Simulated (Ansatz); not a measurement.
The cluster B₆Os⁻, relaxed as a doublet with UKS PBE-D4/def2-SVPD in Ansatz, starting from the GFN1-xTB geometry. Force threshold 0.02 eV/Å.

In the def2 sets Os takes a core potential; there is no spin–orbit coupling. The highest occupied level of the charge -1 doublet lies above zero (up to 0.10 eV). The electron is either unbound and held by the finite basis, or the level is raised by self-interaction error. Another isomer (doublet) lies 0.37 eV lower at PBE0-D4/def2-TZVPD; other spin states weren't run for this one.

Start:

```xyz
7

Os    0.572   -1.362   -0.192
B    -0.602    0.131    1.220
B     0.768    0.758    0.836
B    -1.158    0.170   -0.705
B    -1.434   -0.956    0.395
B     0.211    0.800   -1.087
B     1.643    0.458   -0.467
```

```tsv
step	energy (eV)	largest force component (eV/Å)	SCF passes
1	-6513.0957	2.712	69
2	-6513.5854	0.727	53
3	-6513.6433	0.207	44
4	-6513.6524	0.076	37
5	-6513.6569	0.266	35
6 (rejected)	-6513.5776	0.536	41
7	-6513.6639	0.389	43
8 (rejected)	-6513.6031	1.137	45
9	-6513.6669	0.493	41
10	-6513.6690	0.205	38
11	-6513.6719	0.150	39
12	-6513.6734	0.016	36
```

Force components are those of the run's own axes.

End:

```xyz
7

Os    0.491   -1.168   -0.166
B    -0.613    0.050    1.254
B     0.850    0.722    0.848
B    -1.191    0.090   -0.732
B    -1.531   -0.975    0.422
B     0.273    0.762   -1.139
B     1.721    0.519   -0.487
```

By distances, no bond broke or formed. The bond that changes most is Os1–B6, from 2.37 to 2.17 Å (atoms count from 1).

No frequencies were taken in this run, so the end may be a saddle point.

Run time 87 s (4 threads of Intel Xeon on a shared host).
